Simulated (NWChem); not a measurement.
Species: CH₅InS; SMILES C[S][InH2]

```xyz
8

In     0.0292     0.8547     0.0000
H     -1.2298     2.0228    -0.0054
H      1.7414     1.0622     0.0074
S     -0.6815    -1.4381     0.0004
C      0.8897    -2.3704    -0.0008
H      0.9426    -2.9850    -0.9104
H      0.9111    -3.0335     0.8755
H      1.7690    -1.7123     0.0330
```
Atoms are numbered in this order, from 1.

Program: NWChem. All runs use the structure optimised with PBE0/def2-SVP. No frequency run checked for a minimum. def2 effective core potentials on In; no spin-orbit coupling. Ions are spin-unrestricted doublets at the neutral geometry; other ion states weren't tried.

### Question
Predict the results for B3LYP/def2-SVP. Quantities: vertical ionisation energy, ΔSCF (eV); −ε(HOMO) (eV).

### Answer
| Item | Result |
|---|---|
| vertical ionisation energy, ΔSCF (eV) | 8.83 |
| −ε(HOMO) (eV) | 6.47 |
